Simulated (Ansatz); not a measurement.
Program: Ansatz 0.2.0.

Cl$_{3}$H$_{3}$O$_{2}$Si$_{2}$ (`O[Si](O)(Cl)[SiH](Cl)Cl`). Charge 0, multiplicity 1. All single points use the PBE0-D4/def2-TZVP geometry. It is one conformer, not always the lowest.

```xyz
10

O    -0.693    1.802    0.444
Si    0.166    0.422    0.596
O     1.744    0.792    0.665
Cl   -0.477   -0.559    2.287
Si   -0.130   -1.026   -1.211
Cl    0.716   -2.844   -0.812
Cl   -2.161   -1.245   -1.439
H    -1.628    1.777    0.656
H     2.051    1.428    1.315
H     0.412   -0.546   -2.501
```

Q: What is the dipole moment at PBE/def2-TZVPP? (Best estimate.)

A: The calculation gave: 2.13 D, with components (-0.03, 2.03, 0.63) D in this frame, pointing from negative to positive charge.

Q: And with r2SCAN, B3LYP, ωB97M-V? (Estimate.)

A: The calculation gave: r2SCAN 2.20 D, B3LYP 2.15 D, ωB97M-V 2.17 D.

Q: Give the Mulliken charges with PBE, B3LYP, ωB97M-V in def2-TZVPP. (Estimate.)

A: The calculation gave: 
```json
{"atom": "O1", "PBE": "-0.32", "B3LYP": "-0.36", "ωB97M-V": "-0.35"}
{"atom": "Si2", "PBE": "0.54", "B3LYP": "0.65", "ωB97M-V": "0.59"}
{"atom": "O3", "PBE": "-0.33", "B3LYP": "-0.38", "ωB97M-V": "-0.36"}
{"atom": "Cl4", "PBE": "-0.21", "B3LYP": "-0.24", "ωB97M-V": "-0.20"}
{"atom": "Si5", "PBE": "0.37", "B3LYP": "0.44", "ωB97M-V": "0.34"}
{"atom": "Cl6", "PBE": "-0.19", "B3LYP": "-0.22", "ωB97M-V": "-0.18"}
{"atom": "Cl7", "PBE": "-0.20", "B3LYP": "-0.24", "ωB97M-V": "-0.20"}
{"atom": "H8", "PBE": "0.20", "B3LYP": "0.20", "ωB97M-V": "0.19"}
{"atom": "H9", "PBE": "0.20", "B3LYP": "0.19", "ωB97M-V": "0.19"}
{"atom": "H10", "PBE": "-0.05", "B3LYP": "-0.05", "ωB97M-V": "-0.01"}
```

B3LYP here is the variant with VWN-RPA as its local correlation; programs differ in this.
